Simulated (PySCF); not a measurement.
diethyl sulfide (C₄H₁₀S), singlet, geometry from GFN2-xTB; M062X/3-21G (PySCF).

Input for PySCF:
```python
from pyscf import gto, scf, dft

mol = gto.M(
    atom='''
C     2.560674   -0.007758   -0.238388
C     1.106354    0.249564   -0.581266
S     0.038049   -0.224781    0.829016
C    -1.553893    0.475589    0.276743
C    -2.192962   -0.315920   -0.848776
H     2.850209    0.567661    0.637580
H     3.196552    0.277998   -1.074003
H     2.716776   -1.061996   -0.022780
H     0.930353    1.308383   -0.777189
H     0.803100   -0.338536   -1.448012
H    -1.375110    1.512437   -0.011201
H    -2.182656    0.457998    1.166380
H    -2.314895   -1.355578   -0.554183
H    -1.582153   -0.278953   -1.748084
H    -3.171995    0.098226   -1.082633
''',
    basis='3-21g',
    charge=0,
    spin=0,
    verbose=4,
)

mf = dft.RKS(mol)
mf.xc = 'm062x'
mf.kernel()
mf.analyze()
```

What the program printed (banner, timings and long lists left out):

```
PySCF version 2.14.0

[INPUT] verbose = 4
[INPUT] num. atoms = 15
[INPUT] num. electrons = 50
[INPUT] charge = 0
[INPUT] spin (= nelec alpha-beta = 2S) = 0
[INPUT] symmetry False subgroup None
[INPUT] Mole.unit = angstrom
[INPUT] Symbol           X                Y                Z      unit          X                Y                Z       unit  Magmom
[INPUT]  1 C      2.560674000000  -0.007758000000  -0.238388000000 AA    4.838972554295  -0.014660495274  -0.450488031383 Bohr   0.0
[INPUT]  2 C      1.106354000000   0.249564000000  -0.581266000000 AA    2.090706056817   0.471607610551  -1.098433545521 Bohr   0.0
[INPUT]  3 S      0.038049000000  -0.224781000000   0.829016000000 AA    0.071902189314  -0.424774528006   1.566613192882 Bohr   0.0
[INPUT]  4 C     -1.553893000000   0.475589000000   0.276743000000 AA   -2.936432196879   0.898732957856   0.522968476891 Bohr   0.0
[INPUT]  5 C     -2.192962000000  -0.315920000000  -0.848776000000 AA   -4.144097581578  -0.597002277273  -1.603954181104 Bohr   0.0
[INPUT]  6 H      2.850209000000   0.567661000000   0.637580000000 AA    5.386114407770   1.072723821597   1.204851582500 Bohr   0.0
[INPUT]  7 H      3.196552000000   0.277998000000  -1.074003000000 AA    6.040607822931   0.525340083177  -2.029571526961 Bohr   0.0
[INPUT]  8 H      2.716776000000  -1.061996000000  -0.022780000000 AA    5.133962581791  -2.006881585384  -0.043047961118 Bohr   0.0
[INPUT]  9 H      0.930353000000   1.308383000000  -0.777189000000 AA    1.758112369167   2.472485536037  -1.468674357025 Bohr   0.0
[INPUT] 10 H      0.803100000000  -0.338536000000  -1.448012000000 AA    1.517639050638  -0.639740323306  -2.736346105084 Bohr   0.0
[INPUT] 11 H     -1.375110000000   1.512437000000  -0.011201000000 AA   -2.598581291151   2.858091710659  -0.021166822321 Bohr   0.0
[INPUT] 12 H     -2.182656000000   0.457998000000   1.166380000000 AA   -4.124622064139   0.865490785599   2.204138757170 Bohr   0.0
[INPUT] 13 H     -2.314895000000  -1.355578000000  -0.554183000000 AA   -4.374517557125  -2.561671160486  -1.047254092890 Bohr   0.0
[INPUT] 14 H     -1.582153000000  -0.278953000000  -1.748084000000 AA   -2.989835857159  -0.527144771626  -3.303400002734 Bohr   0.0
[INPUT] 15 H     -3.171995000000   0.098226000000  -1.082633000000 AA   -5.994201818490   0.185620238312  -2.045879863416 Bohr   0.0

nuclear repulsion = 236.155209683094
number of shells = 47
number of NR pGTOs = 117
number of NR cGTOs = 69
basis = 3-21g
ecp = {}

******** <class 'pyscf.dft.rks.RKS'> ********
method = RKS
initial guess = minao
damping factor = 0
level_shift factor = 0
DIIS = <class 'pyscf.scf.diis.CDIIS'>
diis_start_cycle = 1
diis_space = 8
diis_damp = 0
SCF conv_tol = 1e-09
SCF conv_tol_grad = None
SCF max_cycles = 50
direct_scf = True
direct_scf_tol = 1e-13
XC library pyscf.dft.libxc version 7.1.2
    S. Lehtola, C. Steigemann, M. J. T. Oliveira, and M. A. L. Marques,  SoftwareX 7, 1–5 (2018)
XC functionals = m062x
    Y. Zhao and D. G. Truhlar,  Theor. Chem. Acc. 120, 215 (2008)
    Y. Zhao and D. G. Truhlar,  Theor. Chem. Acc. 120, 215 (2008)
radial grids:
    Treutler-Ahlrichs [JCP 102, 346 (1995); DOI:10.1063/1.469408] (M4) radial grids

becke partition: Becke, JCP 88, 2547 (1988); DOI:10.1063/1.454033
pruning grids: <function nwchem_prune>
grids dens level: 3
symmetrized grids: False
atomic radii adjust function: <function treutler_atomic_radii_adjust>
small_rho_cutoff = 0
Set gradient conv threshold to 3.16228e-05
Initial guess from minao.
tot grids = 173432
init E= -553.831594651134
  HOMO = -0.275258580440809  LUMO = 0.00923052241929834  gap/eV = 7.74134
cycle= 1 E= -553.667463139077  delta_E= 0.164  |g|= 0.258  |ddm|= 3.38
  HOMO = -0.235705416872507  LUMO = 0.115832635344359  gap/eV = 9.56584
cycle= 2 E= -553.68206318845  delta_E= -0.0146  |g|= 0.183  |ddm|= 0.657
  HOMO = -0.267640736018936  LUMO = 0.102118941999542  gap/eV = 10.06167
cycle= 3 E= -553.690769909195  delta_E= -0.00871  |g|= 0.0311  |ddm|= 0.239
  HOMO = -0.269474335662768  LUMO = 0.0993387401367865  gap/eV = 10.03591
cycle= 4 E= -553.691021451959  delta_E= -0.000252  |g|= 0.0118  |ddm|= 0.0434
  HOMO = -0.268007131448155  LUMO = 0.101100325036429  gap/eV = 10.04393
cycle= 5 E= -553.691056478357  delta_E= -3.5e-05  |g|= 0.00132  |ddm|= 0.0137
  HOMO = -0.267956618932879  LUMO = 0.101117172541287  gap/eV = 10.04301
cycle= 6 E= -553.691057052995  delta_E= -5.75e-07  |g|= 0.00057  |ddm|= 0.00275
  HOMO = -0.26807210740128  LUMO = 0.101052475898763  gap/eV = 10.04439
cycle= 7 E= -553.691057146605  delta_E= -9.36e-08  |g|= 9.47e-05  |ddm|= 0.00101
  HOMO = -0.268055954282551  LUMO = 0.101066874865118  gap/eV = 10.04434
cycle= 8 E= -553.691057149846  delta_E= -3.24e-09  |g|= 1.57e-05  |ddm|= 0.000216
  HOMO = -0.268057861184179  LUMO = 0.101066402222746  gap/eV = 10.04438
cycle= 9 E= -553.691057149937  delta_E= -9.16e-11  |g|= 7.55e-06  |ddm|= 4.24e-05
  HOMO = -0.26805843045797  LUMO = 0.101066400570361  gap/eV = 10.04440
Extra cycle  E= -553.691057149937  delta_E= -1.14e-13  |g|= 7.71e-06  |ddm|= 1.84e-05
converged SCF energy = -553.691057149937
**** SCF Summaries ****
Total Energy =                        -553.691057149937478
Nuclear Repulsion Energy =             236.155209683093659
One-electron Energy =                -1226.954324252249080
Two-electron Energy =                  437.108057419217971
Two-electron Coulomb Energy =          488.056046532041080
DFT Exchange-Correlation Energy =      -50.947989112823123
HOMO-LUMO gap [eV] =                    10.044398266679178
**** MO energy ****
MO #1   energy= -89.2741368241284  occ= 2
MO #2   energy= -10.5154787212382  occ= 2
MO #3   energy= -10.5150894264464  occ= 2
MO #4   energy= -10.48022069496    occ= 2
MO #5   energy= -10.4788378165201  occ= 2
MO #6   energy= -8.199294869314    occ= 2
MO #7   energy= -6.11779472084356  occ= 2
MO #8   energy= -6.11421663981227  occ= 2
MO #9   energy= -6.10851818293782  occ= 2
MO #10  energy= -0.919224684060897 occ= 2
MO #11  energy= -0.866159099325393 occ= 2
MO #12  energy= -0.779927033855099 occ= 2
MO #13  energy= -0.708413592429995 occ= 2
MO #14  energy= -0.649438008017361 occ= 2
MO #15  energy= -0.538104093286931 occ= 2
MO #16  energy= -0.529697177398465 occ= 2
MO #17  energy= -0.517190148320633 occ= 2
MO #18  energy= -0.479282809538764 occ= 2
MO #19  energy= -0.449407012105476 occ= 2
MO #20  energy= -0.445150165279223 occ= 2
MO #21  energy= -0.429687838560758 occ= 2
MO #22  energy= -0.415623859860884 occ= 2
MO #23  energy= -0.383855237469449 occ= 2
MO #24  energy= -0.346024536523661 occ= 2
MO #25  energy= -0.26805843045797  occ= 2
MO #26  energy= 0.101066400570361  occ= 0
MO #27  energy= 0.137982962410415  occ= 0
MO #28  energy= 0.151149824331281  occ= 0
MO #29  energy= 0.188515122926578  occ= 0
MO #30  energy= 0.1931314800727    occ= 0
MO #31  energy= 0.211436372903165  occ= 0
MO #32  energy= 0.234347171763851  occ= 0
MO #33  energy= 0.236805981188577  occ= 0
 ** Mulliken pop on meta-lowdin orthogonal AOs  **
 ** Mulliken pop  **
 ** Mulliken atomic charges  **
charge of    0C =     -0.28484
charge of    1C =     -0.23582
charge of    2S =      0.00076
charge of    3C =     -0.23763
charge of    4C =     -0.28784
charge of    5H =      0.10606
charge of    6H =      0.10474
charge of    7H =      0.10506
charge of    8H =      0.10140
charge of    9H =      0.10357
charge of   10H =      0.10337
charge of   11H =      0.11784
charge of   12H =      0.10621
charge of   13H =      0.09560
charge of   14H =      0.10151
Dipole moment(X, Y, Z, Debye): -0.36495,  0.89212, -1.65706
```
